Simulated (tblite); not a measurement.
C5H12OP2.
Bonds: C1–P2, P2–C3, C3–C4, C4–P5, P5–O6 (double), P5–C7, C7–C8, P2–C8. Hydrogens: H9, H10, H11 on C1; H12, H13 on C3; H14, H15 on C4; H16 on P5; H17, H18 on C7; H19, H20 on C8.

The geometry is computed with GFN2-xTB (gas phase).

Task: List the bond lengths, angles and torsions at this level.

Result: 
| bond | length (Å) |
| --- | --- |
| C1–P2 | 1.846 |
| P2–C3, P2–C8 | 1.862 |
| C3–C4, C7–C8 | 1.519 |
| C4–P5, P5–C7 | 1.825 |
| P5=O6 | 1.463 |
| C1–H9, C1–H10, C1–H11 | 1.089 |
| C3–H12, C8–H19 | 1.095 |
| C3–H13, C8–H20 | 1.094 |
| C4–H14, C7–H17 | 1.096 |
| C4–H15, C7–H18 | 1.096 |
| P5–H16 | 1.401 |

Bonds in one row agree within 0.01 Å and their mean is given. A selection of angles:
| angle | degrees |
| --- | --- |
| C1–P2–C3 | 98.2 |
| C3–P2–C8 | 97.3 |
| P2–C3–C4 | 110.5 |
| C3–C4–P5 | 112.5 |
| C4–P5–O6 | 114.7 |
| C4–P5–C7 | 106.7 |
| P5–C7–C8 | 112.5 |

Dihedral angles: C1–P2–C3–C4 169° (antiperiplanar); P2–C3–C4–P5 -66° (synclinal); C3–C4–P5–O6 179° (antiperiplanar); C4–P5–C7–C8 -51° (synclinal); P5–C7–C8–P2 66° (synclinal); C1–P2–C8–C7 -169° (antiperiplanar).

P2 (phosphine phosphorus) is pyramidal (angles 98.2°, 98.1° and 97.3°, sum 293.5°, 0.91 Å off the plane of its three neighbours). Of the pairs four or more bonds apart, H11···H12 is among the closest relative to their van der Waals radii: 2.48 Å, 103 % of the sum of Bondi's values. P5 (phosphoryl phosphorus) is distorted tetrahedral (angles from 102.6° to 114.7°). The 5 C–P bonds span 1.825 Å (P5–C7, drawn single) to 1.862 Å (P2–C3, drawn single), a spread of 0.037 Å. The 6-membered ring P2–C3–C4–P5–C7–C8 has internal angles of 97.3° to 112.5° (sum 650°, against 720° for a flat polygon); it is puckered, 0.31 Å rms from its mean plane, widest ring torsion 69°.

Point group: Cs (tolerance 0.08 Å). Its GFN2-xTB frequencies are all real (lowest 80 cm⁻¹). One conformer, not necessarily the lowest. 2 starts were optimised and ended at 0.00 and 0.62 kcal/mol (GFN2-xTB); the lowest of these is shown.
